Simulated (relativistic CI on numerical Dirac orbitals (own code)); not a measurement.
## Hyperfine structure of Pm XXXII, mass number 147

Method of calculation: Dirac-Coulomb-Breit CI, separate exchange-only KLI orbitals for each configuration, QED by a radiative potential, unscaled Slater integrals (own radial code, finite nucleus).

Configuration list (outside the closed core [Ar] 3d10): 4s², 4s4p, 4p², 4s4d, 4d², 4s4f, 4p4d, 4f², 4p4f, 4d4f, 4s5s, 4s5p, 4s5d, 4s5f, 4s5g, 4s6s. Levels of other configurations are missing.

Nuclear spin I = 7/2, μ = 2.58 μN, Q = 0.74 b (tables of Stone and Pyykkö). The electronic factors are computed for point nuclear moments, without core polarisation or the Bohr-Weisskopf and QED corrections.

```tsv
Level	E (cm⁻¹)	A (GHz)	B (GHz)
4s4p ³P°1	511890	288.1	-11.8
4s4p ³P°2	760150	132.5	39.5
4s4p ¹P°1	875789	-74.63	31
4p² ³P1	1351118	-10.95	19.8
4p² ¹D2	1357685	49.47	35.8
4p² ³P2	1621551	26.78	-6.53
4s4d ³D1	1682429	-105.4	3.21
4s4d ³D2	1701688	68.25	5.84
```

Levels with J = 0, under 50 % of one LS term, or S terms without an open s electron are left out. Small factors come from cancelling terms and can be off by tens of per cent or more.

At this charge energies of transitions that change n are usually good to better than 1 %, and those within a shell (Δn = 0) to a few per cent.

Task: Give the hyperfine levels of 4s4p ³P°1 relative to its centre of gravity.

Result: With K = F(F + 1) − I(I + 1) − J(J + 1), E = AK/2 + B[¾K(K + 1) − I(I + 1)J(J + 1)]/[2I(2I − 1)J(2J − 1)]: F = 5/2: -1303, F = 7/2: -279.7, F = 9/2: 1005 GHz.

LS names give the leading component of a level, which can be under half, so a name can repeat, a term be missing and a line seem to break the LS rules.
